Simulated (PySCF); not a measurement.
HgI, SMILES [I][Hg] (connectivity only; charge and spin as stated), neutral, multiplicity 2. Atoms are numbered in the order given.

```xyz
2

Hg     0.0000     0.0000    -1.0985
I      0.0000     0.0000     1.6581
```
Charge 0, spin multiplicity 2.

Coordinates come from a PBE0-D3(BJ)/def2-TZVP optimisation. The multiplicity is an assumed one; other spin states were not compared. The def2 effective core potentials stand for the cores of Hg, I; spin–orbit coupling is left out.

All values below come from PBE/def2-TZVPD (PySCF).

Gas-phase values at a fixed geometry.

Task: Estimate the frontier levels, dipole moment and polarisability. (Estimate from the structure and the level; the computed values follow.)

Result: 
```json
{
 "α spin, highest occupied and lowest empty level": "-5.94 and -1.55 eV",
 "β spin, highest occupied and lowest empty level": "-6.33 and -5.20 eV",
 "dipole_moment": "2.03 D",
 "mean_static_polarisability": "77.8 bohr³ (11.54 Å³)",
 "polarisability_principal_values": "60.1, 60.1, 113.3 bohr³",
 "⟨S²⟩": "0.753 (pure state 0.75)"
}
```
